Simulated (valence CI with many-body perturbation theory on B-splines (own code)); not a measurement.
Energy levels of Tc11+

Computed by valence CI with perturbative core correlation (CI+MBPT): four valence electrons over a frozen Dirac-Fock core [Ar] 3d10, radial functions for each j: 11 s, 11 p, 10 d, 8 f, 5 g, 2 h, with the one-electron correlation potential Σ1 (screened to all orders), the two-electron term Σ2, the three-electron term Σ3, Breit, model QED; selected single and double excitations, second order for the rest, scaled by the run's own slope (own B-spline code, finite nucleus).

No measured levels were compared; by estimate levels hold to about 250 cm⁻¹ or 0.2 % of their energy and the worst to 1 %, as in measured heavy ions of charge 2 to 7; those with d or f electrons hold less well. Among the levels kept, up to 630 cm⁻¹ of a level comes from second order outside the variational space, and about a tenth of that is noise between levels of different J, which matters for small intervals.

Levels 91 to 135 of 173, with energies above the lowest level, 4s2 4p2 3P_0. "Leading %" is the weight of the configuration and term that name the level; weights of strongly mixed levels are sums over their largest components and can fall short. In the jj column 3d3/2^4 stands for four electrons in 3d with j = 3/2.

```tsv
No.	Configuration	Term	J	E (eV)	Leading %	Leading jj	g	Second component
91	4s 4p2 4d	1D	2	104.27	38	4s 4p3/2^2 4d5/2 (35 %)	0.976	18 % 4s2 4p 4f 1D
92	4s2 4p 4f	1G	4	104.29	30	4s^2 4p1/2 4f7/2 (71 %)	1.076	26 % 4s2 4p 4f 3G
93	4s2 4p 5s	1P°	1	104.39	72	4s^2 4p3/2 5s (96 %)	1.126	24 % 4s2 4p 5s 3P°
94	4s2 4p 4f	3G	3	104.65	49	4s^2 4p1/2 4f5/2 (50 %)	0.914	27 % 4s2 4p 4f 3F
95	4s2 4p 4f	3F	2	105.32	45	4s^2 4p1/2 4f5/2 (22 %)	0.774	21 % 4s 4p2 4d 1D
96	4s2 4p 4f	3G	3	105.99	34	4s^2 4p1/2 4f5/2 (25 %)	0.977	23 % 4s2 4p 4f 3F
97	4s2 4p 4f	3F	4	106.86	27	4s^2 4p3/2 4f7/2 (40 %)	1.123	24 % 4s2 4p 4f 1G
98	4s2 4p 4f	3G	4	107.81	59	4s^2 4p3/2 4f5/2 (55 %)	1.102	13 % 4s2 4d2 3F
99	4s2 4p 4f	3G	5	108.50	93	4s^2 4p3/2 4f7/2 (93 %)	1.200	4 % 4s 4p2 4d 3G
100	4s2 4p 4f	3D	3	109.01	44	4s^2 4p1/2 4f7/2 (29 %)	1.178	15 % 4s2 4d2 3F
101	4s2 4p 4f	3D	2	109.96	27	4s^2 4p3/2 4f5/2 (25 %)	1.005	18 % 4s2 4p 4f 1D
102	4s2 4p 4f	3D	2	111.08	42	4s^2 4p3/2 4f7/2 (40 %)	1.083	23 % 4s2 4d2 1D
103	4s2 4p 4f	1F	3	111.21	39	4s^2 4p3/2 4f7/2 (53 %)	1.089	23 % 4s2 4p 4f 3D
104	4s2 4p 4f	3D	1	111.38	39	4s^2 4p1/2 5p1/2 (50 %)	0.584	36 % 4s2 4p 5p 3D
105	4s2 4p 4f	3D	1	111.94	43	4s^2 4p1/2 5p1/2 (45 %)	0.625	26 % 4s2 4p 5p 3D
106	4s2 4d2	3P	0	112.81	84	4s^2 4d3/2^2 (59 %)		9 % 4s 4p2 4d 3P
107	4s2 4d2	3P	1	113.02	86	4s^2 4d3/2 4d5/2 (86 %)	1.498	10 % 4s 4p2 4d 3P
108	4s2 4d2	3P	2	113.30	37	4s^2 4d3/2^2 (34 %)	1.078	24 % 4s2 4d2 3F
109	4s2 4p 5p	3P	0	113.31	83	4s^2 4p1/2 5p1/2 (89 %)		12 % 4s2 4p 5p 1S
110	4s2 4d2	3P	2	113.38	46	4s^2 4d3/2 4d5/2 (40 %)	1.148	20 % 4s2 4d2 3F
111	4s2 4d2	3F	3	113.74	49	4s^2 4d3/2 4d5/2 (49 %)	1.094	29 % 4s2 4p 4f 3F
112	4s2 4p 5p	3P	1	113.77	42	4s^2 4p1/2 5p3/2 (91 %)	1.312	18 % 4s2 4p 5p 1P
113	4s2 4d2	3F	4	113.90	55	4s^2 4d5/2^2 (39 %)	1.245	28 % 4s2 4p 4f 3F
114	4s2 4p 5p	3D	2	113.96	69	4s^2 4p1/2 5p3/2 (87 %)	1.185	12 % 4s2 4p 5p 1D
115	4p3 4d	3F°	2	114.94	41	4p1/2^2 4p3/2 4d3/2 (66 %)	0.974	16 % 4p3 4d 5D°
116	4p3 4d	5D°	3	115.28	41	4p1/2^2 4p3/2 4d3/2 (47 %)	1.297	22 % 4p3 4d 3F°
117	4p3 4d	5D°	0	115.54	61	4p1/2^2 4p3/2 4d3/2 (63 %)		19 % 4p3 4d 1S°
118	4p3 4d	5D°	1	115.88	84	4p1/2^2 4p3/2 4d3/2 (48 %)	1.454	7 % 4p3 4d 3P°
119	4p3 4d	5D°	4	115.99	66	4p1/2^2 4p3/2 4d5/2 (62 %)	1.400	16 % 4p3 4d 3F°
120	4s2 4p 5p	3P	1	116.20	49	4s^2 4p3/2 5p1/2 (76 %)	1.193	29 % 4s2 4p 5p 1P
121	4p3 4d	5D°	2	116.33	64	4p1/2^2 4p3/2 4d5/2 (44 %)	1.389	19 % 4p3 4d 3D°
122	4s2 4p 5p	3P	2	116.78	52	4s^2 4p3/2 5p1/2 (80 %)	1.315	24 % 4s2 4p 5p 3D
123	4p3 4d	1S°	0	116.88	58	4p1/2 4p3/2^2 4d3/2 (55 %)		28 % 4p3 4d 5D°
124	4p3 4d	3D°	2	117.09	38	4p1/2 4p3/2^2 4d3/2 (77 %)	0.972	34 % 4p3 4d 3F°
125	4p3 4d	3D°	1	117.21	81	4p1/2 4p3/2^2 4d3/2 (48 %)	0.549	
126	4p3 4d	3D°	3	117.31	37	4p1/2 4p3/2^2 4d5/2 (33 %)	1.223	22 % 4p3 4d 5D°
127	4s2 4p 4f	1D	2	117.35	41	4s^2 4p3/2 4f7/2 (31 %)	0.992	37 % 4s2 4d2 1D
128	4p3 4d	3F°	3	117.43	38	4p1/2 4p3/2^2 4d3/2 (70 %)	1.123	18 % 4p3 4d 5D°
129	4s2 4p 5p	3D	3	117.46	96	4s^2 4p3/2 5p3/2 (96 %)	1.334	
130	4p3 4d	3G°	3	117.83	32	4p1/2 4p3/2^2 4d5/2 (53 %)	1.041	19 % 4p3 4d 3F°
131	4s2 4p 5p	3S	1	117.94	74	4s^2 4p3/2 5p3/2 (73 %)	1.789	16 % 4s2 4p 5p 1P
132	4p3 4d	3F°	4	118.16	35	4p1/2 4p3/2^2 4d5/2 (44 %)	1.208	32 % 4p3 4d 3G°
133	4s2 4d2	1S	0	118.29	83	4s^2 4d5/2^2 (59 %)		10 % 4s 4p2 4d 1S
134	4p3 4d	3F°	4	118.59	45	4p1/2 4p3/2^2 4d5/2 (62 %)	1.170	32 % 4p3 4d 3G°
135	4s2 4p 5p	1D	2	118.79	64	4s^2 4p3/2 5p3/2 (83 %)	1.160	30 % 4s2 4p 5p 3P
```

Names give the largest LS component (configuration and term), which can be under half, so a name can repeat, a term be missing and a line seem to break the LS rules; names also repeat where a configuration has a term twice.

Where two levels of one J and parity lie close, their mixing, g and order are uncertain.
